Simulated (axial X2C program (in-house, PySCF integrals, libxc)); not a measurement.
**Which molecule has these constants?**

All values come from calculations with an in-house relativistic program for diatomic molecules, spin-free (one-electron X2C) or two-component (2c: spin–orbit coupling with atomic mean-field Coulomb and Gaunt terms, which also bring small scalar terms), in Dyall basis sets with cores contracted in-house; open shells are unrestricted.

A two-component PBE0 calculation in a Dyall 3-zeta basis gave Re = 1.550 Å, ωe = 1880.1 cm⁻¹, Ω = 3.

Question: Which molecule is it?
A. RuH⁺
B. FeH⁺
C. OsH⁺

Answer: B. The others have OsH⁺ 1.591 Å and 2220.7 cm⁻¹ (Ω = 3); RuH⁺ 1.601 Å and 2005.6 cm⁻¹ (Ω = 3).

Each entry is the lowest single determinant of a limited PBE0 search at one distance. De goes to single-determinant-based atoms at the same level (for ions the charge split of lowest energy) and is withheld (n/a) where an atom does not fit its ground term or J level. Main or longest-lived isotopes. One determinant is a doubtful description, or other states lie close, for FeH⁺, OsH⁺, RuH⁺; these need not be ground states, and all values refer to the states named. Some open-shell Ω = 0 determinants are out of reach, so the Ω given for FeH⁺, OsH⁺, RuH⁺ need not be the lowest component. With several unpaired electrons the Ω given is that of one determinant, not necessarily of the lowest component. The functionals have no current term, which raises determinants with orbital currents.
